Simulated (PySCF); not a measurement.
O₃W, singlet, at a GFN2-xTB geometry (such geometries of metal compounds can be far from the true shape) (core potentials on W).

Here is a job for PySCF.
```python
from pyscf import gto, scf, dft

mol = gto.Mole()
mol.atom = '''
    W     0.00000000   -0.00000000    0.00000000
    O     1.55326011   -0.32437699   -0.69267094
    O    -0.50238238   -0.83765245    1.42953865
    O    -1.05087773    1.16202943   -0.73686771
'''
mol.basis = 'def2-svp'
mol.ecp = {'W': 'def2-svp'}
mol.verbose = 4
mol.build()

mf = dft.RKS(mol)
mf.xc = 'b3lyp'
mf.kernel()
```

Question: What does this run give for the Mulliken (on the basis functions themselves) charges in atom order, nuclear repulsion energy, dipole moment, HOMO-LUMO gap, total energy?

Answer: 
```json
{
  "Mulliken (on the basis functions themselves) charges in atom order": "W1 1.13, O2 -0.38, O3 -0.38, O4 -0.38",
  "nuclear_repulsion_energy": "136.5762 Eh",
  "dipole_moment": "0.00 D",
  "HOMO-LUMO gap": "2.62 eV",
  "total_energy": "-292.6376 Eh"
}
```
